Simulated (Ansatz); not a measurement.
Stepwise reaction of `[NH]=[Ta]([NH2])([NH2])[Cl]` with water, as a gas-phase model of exchange steps in deposition or etching. ΔE in kJ/mol; ΔG adds harmonic PBE0-D4 terms to CCSD(T)/CBS, at 1 bar.

Gas-phase electronic energies from Ansatz, PBE0-D4/def2-TZVP geometries. CBS: MP2 limit from def2 TZ/QZ plus the TZ coupled-cluster correction, frozen cores. This one scheme is used for every species. DFT in def2-TZVPP. B3LYP here is the variant with VWN-RPA as its local correlation; programs differ in this. def2 core potentials past Kr. For Ta outer-core shells are correlated without core-valence functions, which leaves a few kJ/mol of doubt a bond. Each species was taken in one conformer, which may not be the lowest.

```tsv
step	reaction	PBE-D4	B3LYP-D4	ωB97M-V	CCSD(T)/CBS	ΔG(400 K)
2	`[NH]=[Ta]([NH2])([OH])[Cl]` + H₂O → `[NH]=[Ta]([OH])([OH])[Cl]` + NH₃	-46.7	-48.0	-48.3	-41.7	-39.2
```

(1) Give the row of step 1, `[NH]=[Ta]([NH2])([NH2])[Cl]` + H₂O → `[NH]=[Ta]([NH2])([OH])[Cl]` + NH₃. (Estimate.)

(2) By hand: ΔE of the 2 steps together at CCSD(T)/CBS.

Answers

(1) Computed: 
```json
{"step": "1", "reaction": "`[NH]=[Ta]([NH2])([NH2])[Cl]` + H₂O → `[NH]=[Ta]([NH2])([OH])[Cl]` + NH₃", "PBE-D4": "-51.4", "B3LYP-D4": "-53.4", "ωB97M-V": "-53.6", "CCSD(T)/CBS": "-47.1", "ΔG(400 K)": "-44.2"}
```

(2) (-47.1) + (-41.7) = -88.8 kJ/mol, or -44.4 kJ/mol a step.

In ΔE each step is higher than the one before. All are downhill at CCSD(T)/CBS. ΔG lies between -44.2 and -39.2 kJ/mol a step. PBE-D4 differs from CCSD(T)/CBS by -5.0 to -4.3 kJ/mol a step. Isolated molecules leave out the surface, adducts and barriers. Largest T1 diagnostic: 0.018.
